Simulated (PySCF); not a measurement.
## MgAs: energy against distance

Set-up: PySCF, no relativity, basis sets Mg def2-SVP, As def2-SVP. Energies in eV from Mg + As in their ground configurations at the same level. State: ⁴Σ⁻ (quartet), unpaired electrons σ ↑, π ↑↑.

```
R (Å)    B97-3  UHF-SCS-MP2  CAM-B3LYP
2.295  -0.2112       0.2285    -0.2206
2.401  -0.4707      -0.0406    -0.4554
2.508  -0.6131      -0.1873    -0.5759
2.588  -0.6647      -0.2400    -0.6132
2.668  -0.6820      -0.2573    -0.6181
2.748  -0.6743      -0.2492    -0.5998
2.855  -0.6374      -0.2122    -0.5520
2.988  -0.5673      -0.1463    -0.4730
3.148  -0.4715      -0.0712    -0.3729
3.362  -0.3528      -0.0079    -0.2567
```

Question: Put a parabola through the three lowest points of the B97-3 curve and estimate Re, k and ωe (reduced mass 18.17 u; 1 eV/Å² = 0.16022 mdyn/Å; ωe = 1302.8·√(k/μ) cm⁻¹).

Answer: Through R = 2.588, 2.668, 2.748 Å the second-order coefficient is 1.95 eV/Å², so Re ≈ 2.683 Å, k ≈ 0.626 mdyn/Å and ωe ≈ 242 cm⁻¹. A polynomial fit of higher order to the unrounded B97-3 energies gives Re = 2.679 Å, k = 0.595 mdyn/Å, ωe = 236 cm⁻¹; anharmonicity and rounding make the difference.

The higher-order fit for each curve: B97-3: Re = 2.679 Å, ωe = 236 cm⁻¹, De = 0.68 eV; UHF-SCS-MP2: Re = 2.678 Å, ωe = 239 cm⁻¹, De = 0.258 eV; CAM-B3LYP: Re = 2.641 Å, ωe = 246 cm⁻¹, De = 0.62 eV.

Correlated steps freeze 10 core orbitals. Correlated levels converge slowly with the basis: in double zeta they bind strong bonds too weakly, by up to about 1 eV, and carry superposition errors of some tenths. Spin–orbit coupling is left out. The state was picked by a PBE0 search and need not be the measured ground state.
